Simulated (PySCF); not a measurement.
# Two-component Hartree-Fock for Cu (copper, neutral)

Start: [Ar] 3d10 4d1; 4d5/2 filled at m_j = +5/2. Calculated with PySCF 2.14 in x2c-SVPall-2c with one added diffuse shell each of s, d type (6s5p4d1f, 48 functions): generalised Hartree-Fock with the X2C-1e Hamiltonian and a Gaussian nucleus; one run each with spin-orbit coupling (SO) switched off, then screened by Boettger's factors. This is a chosen level, not necessarily the ground level.

```json
{"spinor shell": "1s1/2", "electrons": "2", "ε, spin-free (eV)": "-9049.2", "ε, screened SO (eV)": "-9049.1", "weight of nominal j (screened SO)": "1.000", "rms radius, screened SO (bohr)": "0.0602"}
{"spinor shell": "2s1/2", "electrons": "2", "ε, spin-free (eV)": "-1137.4", "ε, screened SO (eV)": "-1137.4", "weight of nominal j (screened SO)": "1.000", "rms radius, screened SO (bohr)": "0.254"}
{"spinor shell": "2p1/2", "electrons": "2", "ε, spin-free (eV)": "-978.44", "ε, screened SO (eV)": "-992.55", "weight of nominal j (screened SO)": "1.000", "rms radius, screened SO (bohr)": "0.226"}
{"spinor shell": "2p3/2", "electrons": "4", "ε, spin-free (eV)": "-978.44", "ε, screened SO (eV)": "-971.54", "weight of nominal j (screened SO)": "1.000", "rms radius, screened SO (bohr)": "0.229"}
{"spinor shell": "3s1/2", "electrons": "2", "ε, spin-free (eV)": "-144.58", "ε, screened SO (eV)": "-144.58", "weight of nominal j (screened SO)": "1.000", "rms radius, screened SO (bohr)": "0.767"}
{"spinor shell": "3p1/2", "electrons": "2", "ε, spin-free (eV)": "-95.932", "ε, screened SO (eV)": "-97.814", "weight of nominal j (screened SO)": "1.000", "rms radius, screened SO (bohr)": "0.815"}
{"spinor shell": "3d3/2", "electrons": "4", "ε, spin-free (eV)": "-17.482", "ε, screened SO (eV)": "-17.672", "weight of nominal j (screened SO)": "0.999", "rms radius, screened SO (bohr)": "1.14"}
{"spinor shell": "3d5/2", "electrons": "6", "ε, spin-free (eV)": "-17.482", "ε, screened SO (eV)": "-17.357", "weight of nominal j (screened SO)": "1.000", "rms radius, screened SO (bohr)": "1.15"}
{"spinor shell": "4d5/2", "electrons": "1", "ε, spin-free (eV)": "-0.876", "ε, screened SO (eV)": "-0.875", "weight of nominal j (screened SO)": "1.000", "rms radius, screened SO (bohr)": "6.88"}
```

(1) Where does 3p3/2 lie, and what is the 3p spin-orbit splitting (screened SO)?

| quantity | spin-free | screened SO |
| --- | --- | --- |
| E (hartree) | -1652.64633 | -1652.67642 |
| M_J | 5/2 | 5/2 |
| ⟨J²⟩ | 8.751 | 8.751 |
| ⟨L²⟩ | 6.001 | 6.002 |
| ⟨S²⟩ | 0.750 | 0.751 |

Without spin-orbit coupling the j labels of p, d and f shells carry no meaning; the spin-free column gives the mean over the occupied spinors of each nl shell.

Answers

(1) At -95.015 eV, 2.799 eV above 3p1/2.
